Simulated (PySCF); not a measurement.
## Circular dichroism: `N#C[C@H]1C[C@H](F)C[C@@H]1F`, C$_{6}$H$_{7}$F$_{2}$N

Geometry:
```json
{"atom": "N1", "x (Å)": "-2.090", "y (Å)": "-2.105", "z (Å)": "-0.768"}
{"atom": "C2", "x (Å)": "-1.597", "y (Å)": "-1.281", "z (Å)": "-0.149"}
{"atom": "C3", "x (Å)": "-0.958", "y (Å)": "-0.242", "z (Å)": "0.622"}
{"atom": "C4", "x (Å)": "0.469", "y (Å)": "-0.649", "z (Å)": "1.006"}
{"atom": "C5", "x (Å)": "1.264", "y (Å)": "-0.374", "z (Å)": "-0.270"}
{"atom": "F6", "x (Å)": "2.590", "y (Å)": "-0.155", "z (Å)": "0.014"}
{"atom": "C7", "x (Å)": "0.621", "y (Å)": "0.878", "z (Å)": "-0.888"}
{"atom": "C8", "x (Å)": "-0.762", "y (Å)": "1.019", "z (Å)": "-0.245"}
{"atom": "F9", "x (Å)": "-0.796", "y (Å)": "2.127", "z (Å)": "0.573"}
{"atom": "H10", "x (Å)": "-1.580", "y (Å)": "-0.016", "z (Å)": "1.494"}
{"atom": "H11", "x (Å)": "0.840", "y (Å)": "0.004", "z (Å)": "1.798"}
{"atom": "H12", "x (Å)": "0.541", "y (Å)": "-1.685", "z (Å)": "1.334"}
{"atom": "H13", "x (Å)": "1.238", "y (Å)": "-1.228", "z (Å)": "-0.958"}
{"atom": "H14", "x (Å)": "1.225", "y (Å)": "1.750", "z (Å)": "-0.633"}
{"atom": "H15", "x (Å)": "0.556", "y (Å)": "0.807", "z (Å)": "-1.972"}
{"atom": "H16", "x (Å)": "-1.569", "y (Å)": "1.161", "z (Å)": "-0.971"}
```

Computed, not measured: TDDFT B3LYP/def2-SVPD circular dichroism and optical rotation, one conformer, gas phase in PySCF 2.14.0. Geometry: GFN2-xTB.

Singlets 7 and 8 lie within 0.01 eV of each other, so their separate moments and overlaps can depend on how they mix.

**Question.** Assign R or S to each stereocentre.

**Answer.** C3 R, C5 S, C8 S.

**Question.** Which excitations and rotatory strengths does the calculation give?

**Answer.** Rotatory strengths R in 10⁻⁴⁰ esu² cm², velocity form and length form (origin at the centre of mass); f in length form.
```tsv
state	E (eV)	λ (nm)	f	R (velocity)	R (length)	main
1	7.68	161	0.0006	+1.2	+1.2	HOMO→LUMO 0.55, HOMO−1→LUMO 0.14
2	7.97	156	0.004	-3.6	-3.5	HOMO−1→LUMO 0.40, HOMO→LUMO+2 0.24
3	8.04	154	0.004	-1.8	-1.7	HOMO−1→LUMO+2 0.44, HOMO→LUMO 0.12
4	8.30	149	0.005	-5.7	-5.7	HOMO−2→LUMO 0.82, HOMO−1→LUMO 0.12
5	8.47	146	0.010	-17.5	-16.3	HOMO→LUMO+1 0.80, HOMO→LUMO+2 0.13
6	8.54	145	0.011	-41.5	-41.8	HOMO−1→LUMO+1 0.72, HOMO−1→LUMO+2 0.15
7	8.56	145	0.0007	+1.8	+1.6	HOMO−2→LUMO+1 0.37, HOMO−3→LUMO 0.32
8	8.57	145	0.003	-1.8	-1.8	HOMO−2→LUMO+1 0.48, HOMO−3→LUMO 0.21
9	8.80	141	0.001	+5.8	+5.3	HOMO−2→LUMO+2 0.83, HOMO−1→LUMO+2 0.14
10	8.85	140	0.026	+19.0	+18.8	HOMO−4→LUMO 0.45, HOMO→LUMO+2 0.16
11	8.93	139	0.017	+9.7	+9.6	HOMO−3→LUMO+1 0.40, HOMO−4→LUMO 0.18
12	9.03	137	0.002	-8.5	-7.3	HOMO−5→LUMO 0.42, HOMO→LUMO+3 0.15
```

Among the states computed, the strongest CD band (largest |R|) is state 6. The largest dissymmetry factor in size, g = 4R/(D+G), with D and G the electric and magnetic dipole strengths, is +0.049 for state 9 (velocity form, f = 0.002), among bands with |R| over 0.5. The mirror image has the same energies and oscillator strengths and all R with the opposite sign.
